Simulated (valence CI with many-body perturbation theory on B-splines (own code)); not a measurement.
## Level structure of Pr LV

Calculated by relativistic CI+MBPT: three valence electrons over a frozen Dirac-Fock core [He], a basis of 11 s, 11 p, 10 d, 8 f, 5 g, 2 h functions for each j, with the one-electron correlation potential Σ1 (screened to all orders), the two-electron term Σ2, the three-electron term Σ3, Breit, model QED; selected single and double excitations, second order for the rest, scaled by the run's own slope (own B-spline code, finite nucleus).

No measured spectrum was set against this ion. As an estimate, large intervals hold to a few tenths of a per cent, small ones and those within an open d or f shell to about a per cent.

Levels 46 to 90 of 165, with energies above the lowest level, (2s^2 2p1/2) J=1/2. "Leading %" is the weight of the configuration and term that name the level; weights of strongly mixed levels are sums over their largest components and can fall short. In the jj column 3d3/2^4 stands for four electrons in 3d with j = 3/2.

| No. | Configuration | Term | J | E (eV) | Leading % | Leading jj | g |
| --- | --- | --- | --- | --- | --- | --- | --- |
| 46 | 2s.2p.3p | 4P | 3/2 | 7049.0 | 47 | 2s 2p3/2 3p1/2 (100 %) | 1.632 |
| 47 | 2s.2p.3p | 2D | 5/2 | 7051.5 | 43 | 2s 2p3/2 3p1/2 (99 %) | 1.322 |
| 48 | 2s.2p.3s | 2P° | 1/2 | 7054.5 | 91 | 2s 2p3/2 3s (99 %) | 0.814 |
| 49 | 2s.2p.3s | 2P° | 3/2 | 7058.7 | 83 | 2s 2p3/2 3s (98 %) | 1.379 |
| 50 | 2s.2p.3p | 2P | 1/2 | 7118.2 | 51 | 2s 2p3/2 3p1/2 (98 %) | 1.227 |
| 51 | 2s.2p.3p | 2D | 3/2 | 7119.7 | 62 | 2s 2p3/2 3p1/2 (98 %) | 0.970 |
| 52 | 2p2.3s | 4P | 3/2 | 7178.9 | 56 | 2p1/2 2p3/2 3s (72 %) | 1.576 |
| 53 | 2p2.3s | 2P | 1/2 | 7185.2 | 52 | 2p1/2 2p3/2 3s (76 %) | 1.324 |
| 54 | 2s.2p.3p | 4D | 7/2 | 7189.6 | 100 | 2s 2p3/2 3p3/2 (100 %) | 1.411 |
| 55 | 2p2.3s | 2D | 5/2 | 7191.9 | 44 | 2p1/2 2p3/2 3s (69 %) | 1.334 |
| 56 | 2p2.3s | 4P | 3/2 | 7196.5 | 32 | 2p1/2 2p3/2 3s (57 %) | 1.394 |
| 57 | 2p2.3s | 2D | 3/2 | 7213.9 | 40 | 2p1/2 2p3/2 3s (67 %) | 1.158 |
| 58 | 2s.2p.3p | 4P | 5/2 | 7220.8 | 41 | 2s 2p3/2 3p3/2 (73 %) | 1.385 |
| 59 | 2s.2p.3p | 2S | 1/2 | 7225.1 | 34 | 2s 2p3/2 3p3/2 (76 %) | 1.388 |
| 60 | 2p2.3p | 4P° | 1/2 | 7228.3 | 41 | 2p1/2 2p3/2 3p1/2 (84 %) | 1.804 |
| 61 | 2p2.3p | 4D° | 3/2 | 7232.5 | 42 | 2p1/2 2p3/2 3p1/2 (75 %) | 1.177 |
| 62 | 2s.2p.3d | 4D° | 5/2 | 7239.8 | 28 | 2s 2p3/2 3d3/2 (62 %) | 1.163 |
| 63 | 2s.2p.3d | 4F° | 7/2 | 7251.6 | 48 | 2s 2p3/2 3d3/2 (90 %) | 1.241 |
| 64 | 2s.2p.3d | 4P° | 3/2 | 7255.5 | 33 | 2s 2p3/2 3d3/2 (74 %) | 1.304 |
| 65 | 2p2.3p | 2F° | 5/2 | 7255.6 | 31 | 2p1/2 2p3/2 3p1/2 (62 %) | 1.129 |
| 66 | 2s.2p.3d | 4P° | 1/2 | 7257.1 | 72 | 2s 2p3/2 3d3/2 (84 %) | 2.157 |
| 67 | 2s.2p.3p | 2D | 5/2 | 7267.9 | 74 | 2s 2p3/2 3p3/2 (96 %) | 1.251 |
| 68 | 2s.2p.3d | 4F° | 9/2 | 7274.8 | 100 | 2s 2p3/2 3d5/2 (100 %) | 1.318 |
| 69 | 2s.2p.3p | 2P | 3/2 | 7281.1 | 58 | 2s 2p3/2 3p3/2 (97 %) | 1.218 |
| 70 | 2p2.3p | 2P° | 3/2 | 7282.3 | 41 | 2p1/2 2p3/2 3p1/2 (98 %) | 1.324 |
| 71 | 2s.2p.3p | 2S | 1/2 | 7283.5 | 62 | 2s 2p3/2 3p3/2 (99 %) | 1.726 |
| 72 | 2s.2p.3d | 2D° | 5/2 | 7294.4 | 45 | 2s 2p3/2 3d5/2 (99 %) | 1.307 |
| 73 | 2s.2p.3d | 2D° | 3/2 | 7296.0 | 49 | 2s 2p3/2 3d5/2 (73 %) | 1.085 |
| 74 | 2s.2p.3d | 2F° | 7/2 | 7303.3 | 59 | 2s 2p3/2 3d5/2 (89 %) | 1.242 |
| 75 | 2s.2p.3d | 2P° | 1/2 | 7317.3 | 67 | 2s 2p3/2 3d5/2 (78 %) | 0.697 |
| 76 | 2s.2p.3d | 2F° | 5/2 | 7321.5 | 68 | 2s 2p3/2 3d3/2 (97 %) | 0.936 |
| 77 | 2s.2p.3d | 2D° | 3/2 | 7327.4 | 59 | 2s 2p3/2 3d3/2 (73 %) | 0.973 |
| 78 | 2s.2p.3d | 2P° | 1/2 | 7331.0 | 94 | 2s 2p3/2 3d3/2 (80 %) | 0.632 |
| 79 | 2s.2p.3d | 2F° | 7/2 | 7354.1 | 75 | 2s 2p3/2 3d5/2 (96 %) | 1.176 |
| 80 | 2s.2p.3d | 2D° | 5/2 | 7367.8 | 63 | 2s 2p3/2 3d5/2 (96 %) | 1.144 |
| 81 | 2s.2p.3d | 2P° | 3/2 | 7370.4 | 75 | 2s 2p3/2 3d5/2 (98 %) | 1.278 |
| 82 | 2p2.3p | 4D° | 5/2 | 7391.2 | 51 | 2p1/2 2p3/2 3p3/2 (98 %) | 1.410 |
| 83 | 2p2.3p | 2P° | 1/2 | 7395.8 | 35 | 2p1/2 2p3/2 3p3/2 (99 %) | 1.596 |
| 84 | 2p2.3p | 2D° | 3/2 | 7401.5 | 52 | 2p1/2 2p3/2 3p3/2 (98 %) | 1.154 |
| 85 | 2p2.3p | 2F° | 7/2 | 7408.4 | 61 | 2p1/2 2p3/2 3p3/2 (97 %) | 1.228 |
| 86 | 2p2.3p | 2P° | 3/2 | 7419.7 | 35 | 2p1/2 2p3/2 3p3/2 (100 %) | 1.400 |
| 87 | 2p2.3p | 2D° | 5/2 | 7429.4 | 62 | 2p1/2 2p3/2 3p3/2 (98 %) | 1.179 |
| 88 | 2p2.3d | 4F | 3/2 | 7436.4 | 43 | 2p1/2 2p3/2 3d3/2 (99 %) | 0.925 |
| 89 | 2p2.3d | 4F | 5/2 | 7437.8 | 54 | 2p1/2 2p3/2 3d3/2 (99 %) | 0.962 |
| 90 | 2p2.3d | 4D | 1/2 | 7440.8 | 80 | 2p1/2 2p3/2 3d3/2 (100 %) | 0.233 |
